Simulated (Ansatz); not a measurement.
C4H11Ga, SMILES `CC(C)[CH2][GaH2]` at its PBE0-D4/def2-TZVP geometry, where that method's forces vanish. The species carries charge 0 and has multiplicity 1.

```csv
atom,x (Å),y (Å),z (Å)
C1,1.230,-1.048,-0.239
C2,0.198,-0.427,0.692
C3,-1.177,-1.035,0.461
C4,0.166,1.093,0.554
Ga5,-0.338,1.849,-1.202
H6,1.294,-2.130,-0.098
H7,0.968,-0.867,-1.287
H8,2.225,-0.629,-0.064
H9,0.496,-0.668,1.722
H10,-1.516,-0.852,-0.565
H11,-1.919,-0.609,1.142
H12,-1.165,-2.118,0.613
H13,1.145,1.523,0.802
H14,-0.527,1.531,1.285
H15,-0.375,3.417,-1.356
H16,-0.705,0.972,-2.459
```

Task: For each bond, give half the difference of the two atoms' forces along it (eV/Å; positive pushes the atoms apart) under PBE-D4, r2SCAN-D4, B3LYP-D4, ωB97M-V in def2-TZVPP. (An estimate is asked.)

Result: Ansatz gave: 
```tsv
bond	length (Å)	PBE-D4	r2SCAN-D4	B3LYP-D4	ωB97M-V
C1–C2	1.522	0.02	0.09	0.16	0.13
C1–H6	1.093	0.10	-0.04	-0.08	-0.07
C1–H7	1.095	0.11	-0.03	-0.07	-0.06
C1–H8	1.094	0.09	-0.04	-0.07	-0.07
C2–C3	1.522	0.02	0.09	0.16	0.13
C2–C4	1.527	0.00	0.09	0.11	0.13
C2–H9	1.099	0.12	-0.05	-0.13	-0.16
C3–H11	1.094	0.09	-0.03	-0.07	-0.07
C3–H12	1.093	0.10	-0.04	-0.07	-0.07
C4–Ga5	1.978	0.03	0.00	0.16	0.02
C4–H13	1.098	0.11	-0.01	-0.12	-0.08
C4–H14	1.098	0.11	-0.01	-0.11	-0.08
Ga5–H15	1.576	0.02	-0.08	-0.06	-0.09
Ga5–H16	1.575	0.02	-0.09	-0.06	-0.10
```

B3LYP here is the variant with VWN-RPA as its local correlation; programs differ in this.
